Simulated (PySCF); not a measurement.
YI2, SMILES [I][Y][I] (connectivity only; charge and spin as stated), neutral, multiplicity 2.

Geometry optimised at r2SCAN-D4/def2-SVP. The def2 effective core potentials stand for the cores of I, Y; spin–orbit coupling is left out.

Calculation: PBE/def2-TZVPD (PySCF).

Isolated molecule, no solvent.

Computed frontier levels, dipole moment and polarisability:
```json
{
  "α spin, highest occupied and lowest empty level": "-4.29 and -3.41 eV",
  "β spin, highest occupied and lowest empty level": "-6.64 and -3.29 eV",
  "dipole_moment": "2.79 D",
  "quadrupole, principal values (traceless, Buckingham form, about the centre of nuclear charge)": "-11.27, 2.10, 9.16 D·Å",
  "mean_static_polarisability": "170.6 bohr³ (25.29 Å³)",
  "polarisability_principal_values": "157.9, 168.5, 185.6 bohr³",
  "⟨S²⟩": "0.752 (pure state 0.75)"
}
```
